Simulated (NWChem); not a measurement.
System meant: InSiH3OF2; SMILES [F][In]([F])[O][SiH3]

NWChem input:

```
start job
memory heap 200 mb stack 900 mb global 1100 mb
geometry units angstroms noautoz
  In    -0.065828     0.673218    -0.001419
  F      1.060310     2.249356     0.007076
  F     -1.989188     0.945952    -0.020219
  O      0.739667    -1.116480     0.010332
  Si     0.189808    -2.687069    -0.004149
  H     -0.670150    -2.968132     1.187721
  H      1.377513    -3.588137     0.023444
  H     -0.611879    -2.965642    -1.236563
end
basis spherical
  In library def2-svp
  F library def2-svp
  O library def2-svp
  Si library def2-svp
  H library def2-svp
end
dft
  xc b3lyp
  iterations 150
  mulliken
end
task dft energy
```

End of the output:

```
             Grid Information
             ----------------
          Grid used for XC integration:  medium
          Radial quadrature: Mura-Knowles
          Angular quadrature: Lebedev.
          Tag              B.-S. Rad. Rad. Pts. Rad. Cut. Ang. Pts.
          ---              ---------- --------- --------- ---------
          In                  1.55      123          12.0       590
          F                   0.50       49          14.0       434
          O                   0.60       49           8.0       434
          Si                  1.10       88          12.0       590
          H                   0.35       45          13.0       434
          Grid pruning is: on
          Number of quadrature shells:   493
          Spatial weights used:  Erf1

          Convergence Information
          -----------------------
          Convergence aids based upon iterative change in
          total energy or number of iterations.
          Levelshifting, if invoked, occurs when the
          HOMO/LUMO gap drops below (HL_TOL):  1.00D-02
          DIIS, if invoked, will attempt to extrapolate
          using up to (NFOCK): 10 stored Fock matrices.

                    Damping( 0%)  Levelshifting(0.5)       DIIS
                  --------------- ------------------- ---------------
          dE  on:    start            ASAP                start
          dE off:    2 iters        150 iters           150 iters

      Screening Tolerance Information
      -------------------------------
          Density screening/tol_rho:  1.00D-10
          AO Gaussian exp screening on grid/accAOfunc:  14
          CD Gaussian exp screening on grid/accCDfunc:  20
          XC Gaussian exp screening on grid/accXCfunc:  20
          Schwarz screening/accCoul:  1.00D-08

      Superposition of Atomic Density Guess
      -------------------------------------

      charge =      49.0 In (Indium)

      symmetry species            s     p     d     f
      number of basis functions =10     7     6
      number of cont. functions = 4     4     2
      number of closed shells   = 5     3     2
      number of open shells     = 0     1     0
      open shell occupation     = 0     1     0
 ------------------------------------------------------------------------
 atomscf:atomd: error in atom scf                   0
 ------------------------------------------------------------------------
 ------------------------------------------------------------------------
  current input line :
    25: task dft energy
 ------------------------------------------------------------------------
 ------------------------------------------------------------------------
 This error has not yet been assigned to a category
 ------------------------------------------------------------------------
 For more information see the NWChem manual at https://nwchemgit.github.io

0:atomscf:atomd: error in atom scf:Received an Error in Communication
```

Q: What is wrong, and how is it mended?

A: The program stopped with an error. Cause: the def2 basis of a heavy element holds valence functions alone and wants its effective core potential (without it all electrons must fit into that basis). This input runs:
```
start job
memory heap 200 mb stack 900 mb global 1100 mb
geometry units angstroms noautoz
  In    -0.065828     0.673218    -0.001419
  F      1.060310     2.249356     0.007076
  F     -1.989188     0.945952    -0.020219
  O      0.739667    -1.116480     0.010332
  Si     0.189808    -2.687069    -0.004149
  H     -0.670150    -2.968132     1.187721
  H      1.377513    -3.588137     0.023444
  H     -0.611879    -2.965642    -1.236563
end
basis spherical
  * library def2-svp
end
ecp
  In library def2-ecp
end
dft
  xc b3lyp
  iterations 150
  mulliken
end
task dft energy
```
It converges to -756.19396 Ha (B3LYP/def2-SVP with def2 effective core potentials on In).
